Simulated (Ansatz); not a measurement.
Species: sum formula Si$_{2}$N$_{2}$H$_{7}$, net charge -1, singlet state. It need not be the lowest isomer of its formula. Whether it binds its extra electron was not tested at this geometry. 
Coordinates optimised at B3LYP-D3(BJ)/def2-TZVP (Ansatz, a quantum-chemistry and plane-wave program):
```xyz
11

N     -2.1861     1.0083    -0.1837
Si    -1.1702    -0.2843    -0.2720
N      0.3369     0.1022     0.6027
Si     1.9309    -0.1639     0.0907
H     -3.1791     0.8007    -0.1842
H     -0.5451    -0.7295    -1.5949
H     -1.6464    -1.6257     0.2696
H      0.1772     0.8376     1.2786
H      2.2290    -1.6052    -0.1503
H      2.8890     0.2927     1.1469
H      2.3700     0.5306    -1.1605
```
Charge -1, spin multiplicity 1.

Total electronic energies in hartree. Correlated levels leave the core frozen unless marked. Spin-orbit coupling is left out. No relativistic terms. CBS marks a two-point X^-3 extrapolation of the correlation energy; Hartree-Fock from the larger set.

```csv
level,program,energy (Eh)
PBE-D3(BJ)/def2-TZVPD,Ansatz + dftd3,-692.40274
revPBE-D3(BJ)/def2-TZVPD,Ansatz + dftd3,-692.69795
B97M-V/def2-TZVPD,Ansatz,-692.67606
r2SCANh-D4/def2-TZVPD,Ansatz + dftd4,-692.71576
CAM-B3LYP/def2-TZVPD,Ansatz,-692.80524
B2GP-PLYP-D3(BJ)/def2-TZVPD,Ansatz + dftd3,-692.40706
MP2/cc-pV(Q+d)Z,Ansatz,-691.73114
"MP2/CBS(aug-cc-pV(T+d)Z,aug-cc-pV(Q+d)Z)",Ansatz,-691.7737
SCS-MP2/cc-pV(T+d)Z,Ansatz,-691.66677
SCS-MP2/cc-pVTZ,Ansatz,-691.65623
CCSD/6-31G*,Ansatz,-691.36142
CCSD/aug-cc-pV(Q+d)Z,Ansatz,-691.77408
CCSD(T)/cc-pwCVTZ,Ansatz,-691.74295
CCSD(T) with core electrons (1s frozen past Ne)/cc-pwCVTZ,Ansatz,-692.36228
"CCSD(T)/CBS(aug-cc-pV(T+d)Z,aug-cc-pV(Q+d)Z)",Ansatz,-691.8349
```

Totals of different functionals don't rank their quality; only differences between species are comparable.
